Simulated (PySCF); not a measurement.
# Electronic structure of Ru²⁸⁺ (ruthenium, charge +28) at the r2SCAN0 level

Configuration: [Ne] 3s2 3p4, high-spin 3P determinant. All numbers are calculated (PySCF 2.14, no relativity, point nucleus, in an uncontracted even-tempered set (16 s from 3.4 bohr⁻², ratio 2.5; 11 p from 4.4 bohr⁻², ratio 2.5; 5 d from 21 bohr⁻², ratio 2.7; 4 f from 32 bohr⁻², ratio 2.7)).

| Quantity | Value |
| --- | --- |
| Total energy | -3890.03 hartree |
| One-electron energy | -4474.44 hartree |
| Hartree (Coulomb) energy | 671.25 hartree |
| Exchange-correlation energy | -86.83 hartree |
| Kinetic energy | 3889.73776 hartree |
| ⟨S²⟩ | 2.0010 |
| ⟨L²⟩ | 2.003 |
| Sum of ⟨r⟩ | 3.281 bohr |
| Sum of ⟨r²⟩ | 1.056 bohr² |
| Traceless quadrupole moment −½Σ⟨3z² − r²⟩ along its main axis | -0.0575 e·bohr² |
| Density at the nucleus (Gaussians lack the cusp) | 58900 bohr⁻³ |
| Spin density at the nucleus | 1.71 bohr⁻³ |

```csv
shell,electrons,mean orbital energy (eV),spread (eV),"rms radius, mean of both spins (bohr)"
1s α,1,-22819.5,0,0.0401
1s β,1,-22813.9,0,0.0401
2s α,1,-4382.8,0,0.161
2s β,1,-4380.1,0,0.161
2p α,3,-4164.9,5.399,0.140
2p β,3,-4159.2,0.262,0.140
3s α,1,-1640.1,0,0.392
3s β,1,-1620.6,0,0.392
3p α,3,-1557.2,8.732,0.379
3p β,1,-1544.7,0,0.379
```

A non-relativistic calculation at this Z misses sizeable relativistic shifts. Spin-orbit coupling is strong in this species (close to jj coupling), so the high-spin LS determinant is a model state, not a physical level.
